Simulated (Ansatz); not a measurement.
System: Ti, charge 0, triplet.

Total energies in aug-cc-pwCVTZ-DK, 12 correlated electrons, 5 frozen orbitals. UHF or UKS for unpaired electrons; spin-orbit terms are left out. The -DK rows use spin-free X2C, correlate 3s3p of the metal (1s2s2p frozen) and give its partners the cc-pVXZ-DK valence sets. Open-shell metal atoms are single determinants, not pure terms.

```json
[
 {"method": "HF", "program": "Ansatz", "energy (Eh)": "-852.75051", "minus CCSDT(Q) (mEh)": "417.64"},
 {"method": "MP2", "program": "Ansatz", "energy (Eh)": "-853.13036", "minus CCSDT(Q) (mEh)": "37.79"},
 {"method": "CCSD", "program": "Ansatz", "energy (Eh)": "-853.15310", "minus CCSDT(Q) (mEh)": "15.05"},
 {"method": "CCSD(T)", "program": "Ansatz", "energy (Eh)": "-853.16675", "minus CCSDT(Q) (mEh)": "1.40"},
 {"method": "CCSDT(Q)", "program": "Ansatz", "energy (Eh)": "-853.16815", "minus CCSDT(Q) (mEh)": "0.00"}
]
```

Ansatz is an electronic-structure program.
